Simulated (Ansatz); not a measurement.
One change: `O[SiH2]S[SiH2]F` becomes `O[SiH2]S`.

Ansatz, PBE0-D4/def2-TZVP geometries, multiplicity 1. Each molecule was computed in one conformer, which needn't be the lowest.

```json
{"property": "HOMO–LUMO gap (ωB97M-V/def2-TZVPP) / eV", "`O[SiH2]S[SiH2]F`": "11.75"}
{"property": "HOMO–LUMO gap (PBE0/def2-TZVPP) / eV", "`O[SiH2]S[SiH2]F`": "7.84"}
{"property": "LUMO energy (B3LYP/def2-TZVPP) / eV", "`O[SiH2]S[SiH2]F`": "-0.44"}
{"property": "HOMO–LUMO gap (PBE/def2-TZVPP) / eV", "`O[SiH2]S[SiH2]F`": "5.75"}
{"property": "HOMO energy (PBE0/def2-TZVPP) / eV", "`O[SiH2]S[SiH2]F`": "-8.08"}
{"property": "ideal-gas entropy at 298 K and 1 bar (rigid rotor, harmonic PBE0-D4/def2-TZVP) / J/(mol·K)", "`O[SiH2]S[SiH2]F`": "380"}
```

(1) Give the same properties after the change, and the shifts. (Best estimate.)

## Answers

(1) The calculation gave: 
| property | `O[SiH2]S` | shift |
| --- | --- | --- |
| HOMO–LUMO gap (ωB97M-V/def2-TZVPP) / eV | 11.80 | 0.05 |
| HOMO–LUMO gap (PBE0/def2-TZVPP) / eV | 7.96 | 0.12 |
| LUMO energy (B3LYP/def2-TZVPP) / eV | -0.02 | 0.42 |
| HOMO–LUMO gap (PBE/def2-TZVPP) / eV | 5.84 | 0.09 |
| HOMO energy (PBE0/def2-TZVPP) / eV | -7.70 | 0.38 |
| ideal-gas entropy at 298 K and 1 bar (rigid rotor, harmonic PBE0-D4/def2-TZVP) / J/(mol·K) | 299 | -81 |

With PBE0 the HOMO rises by 0.38 eV and the LUMO rises by 0.50 eV, so the gap widens by about 0.12 eV. PBE moves the HOMO by 0.41 eV and ωB97M-V by 0.36 eV. The zero-point energy changes by -35.2 kJ/mol with -9 modes. Modes under 60 cm⁻¹, often nearly free rotors, make the harmonic entropy too high.

B3LYP here is the variant with VWN-RPA as its local correlation; programs differ in this.
